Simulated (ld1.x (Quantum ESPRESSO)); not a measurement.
## Which change was made? (Te, TM)

| Item | Value |
| --- | --- |
| Element | tellurium (Te) |
| Generator | ld1.x (Quantum ESPRESSO) 7.5 |
| Type | norm-conserving Troullier–Martins (Kleinman–Bylander form) |
| Functional | PBE |
| Relativity | scalar-relativistic |
| Frozen core | [Kr] |
| Valence charge | 16 |
| Reference configuration | 4d10 5s2 5p3.75 (charge +0.25) |
| Partial waves | 5s (bound): rc 1.65 bohr; 5p (bound): rc 2.05 bohr; 4d (bound): rc 1.35 bohr |
| Local potential | all-electron potential smoothed inside 1.50 bohr (lloc = -1) |
| Core correction | a·sin(br)/r model core inside 1.00 bohr |

Cutoffs, loose and tight: the cutoffs (Ry, on a coarse ladder) from which the occupation-weighted sum of valence levels, in a spherical-Bessel basis at the reference potential, stays within 10 and 1 mRy of its value at 400 Ry. They do not see the model core or the augmentation charge, which bear on the density cutoff. Test errors are all-electron minus pseudo excitation energies from the reference, over the configurations 4d10 5s2 5p4; 4d10 5s2 5p3; 4d10 5s2 5p2; 4d10 5s1 5p5; 4d10 5s2 5p1; 4d10 5s2 5p4.3; 4d9 5s2 5p5; variants that change the core or the reference have their own tests. The largest error is taken over the tests solved by every variant that gives reliable tests at all, those not shown here included: 4d10 5s1 5p5; 4d10 5s2 5p1; 4d10 5s2 5p2; 4d10 5s2 5p3; 4d10 5s2 5p4; 4d10 5s2 5p4.3.

The base gives: outcome: generated; cutoff, loose: 100 Ry; cutoff, tight: 180 Ry; bound ghosts: s; largest test error (meV): +47.

Question: After one change the result is: outcome: generated; cutoff, loose: 120 Ry; cutoff, tight: 200 Ry; bound ghosts: p; largest test error (meV): -69. Which change was it?
A. local potential all-electron potential smoothed inside 1.15 bohr (lloc = -2)
B. wave 4d (bound): rc 1.35 bohr becomes 4d (bound): rc 1.52 bohr
C. all radii but the core radius scaled by about 0.92 (s 1.52, p 1.88, d 1.24 bohr); local potential all-electron potential smoothed inside 1.38 bohr (lloc = -1)
D. core [Kr] 4d10, valence charge 6; reference 5s2 5p2; waves now 5p (bound): rc 1.75 bohr; 5s (bound): rc 1.30 bohr; local potential the s channel; core correction a·sin(br)/r model core inside 1.30 bohr

Answer: D. The others give: all radii but the core radius scaled by about 0.92 (s 1.52, p 1.88, d 1.24 bohr); local potential all-electron potential smoothed inside 1.38 bohr (lloc = -1) → outcome: generated; cutoff, loose: 110 Ry; cutoff, tight: 180 Ry; bound ghosts: s, p; largest test error (meV): 7 of 7 tests not solved or not reliable | wave 4d (bound): rc 1.35 bohr becomes 4d (bound): rc 1.52 bohr → outcome: generated; cutoff, loose: 90 Ry; cutoff, tight: 160 Ry; bound ghosts: s; largest test error (meV): +48 | local potential all-electron potential smoothed inside 1.15 bohr (lloc = -2) → outcome: generated; cutoff, loose: 100 Ry; cutoff, tight: 180 Ry; bound ghosts: s; largest test error (meV): +50.
